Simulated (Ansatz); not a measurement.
`BOCF` → `[CH]F` + `BO` at 298.15 K and 1 bar (formal loss of a carbene).

Isolated molecules relaxed with PBE0-D4/def2-TZVP in Ansatz; ΔE leaves out vibrations. CCSD(T)/CBS is the MP2 limit (def2-TZVPP, def2-QZVPP) plus CCSD(T) − MP2 in def2-TZVPP, frozen cores. This one scheme is used for every species. Each species was taken in one conformer, which may not be the lowest.

```tsv
species	CCSD(T)/CBS energy (Eh)	H − E (kJ/mol)	S (J/(mol·K))
`BOCF`	-240.23545	164.7	288.7
`[CH]F`	-138.29972	42.7	223.2
`BO`	-101.80414	103.5	230.4
```

H − E and S are ideal-gas, rigid-rotor, harmonic terms from PBE0-D4/def2-TZVP, for one conformer and one mirror image of each species. 1 Eh = 2625.50 kJ/mol, R = 8.31446 J/(mol·K).

**Question.** By hand: ΔE, ΔH, ΔS and ΔG.

**Answer.** ΔE = (-138.29972) + (-101.80414) − (-240.23545) = 0.13159 Eh = 345.5 kJ/mol. Δ(H − E) = 42.7 + 103.5 − 164.7 = -18.5, so ΔH = 327.0 kJ/mol. ΔS = 223.2 + 230.4 − 288.7 = 164.9 J/(mol·K). ΔG = 327.0 − 298.15 × (164.9)/1000 = 277.8 kJ/mol.

**Question.** By hand: the equilibrium constant, and the temperature at which ΔG would vanish if ΔH and ΔS stayed fixed.

**Answer.** log₁₀ K = −ΔG/(RT ln 10) = -48.7. ΔG = 0 at ΔH/ΔS = 1983 K.

The number of gas molecules changes by +1, which sets the sign of ΔS. A doubt of 5 kJ/mol in ΔE shifts log₁₀ K by 0.9 here. Other conformers and mirror images would add mixing entropy, several J/(mol·K) or more a flexible species. These are equilibria of isolated gas molecules and say nothing of rates. Largest T1 diagnostic: 0.018 (customary marks: 0.02 for closed shells, 0.045 for open ones).
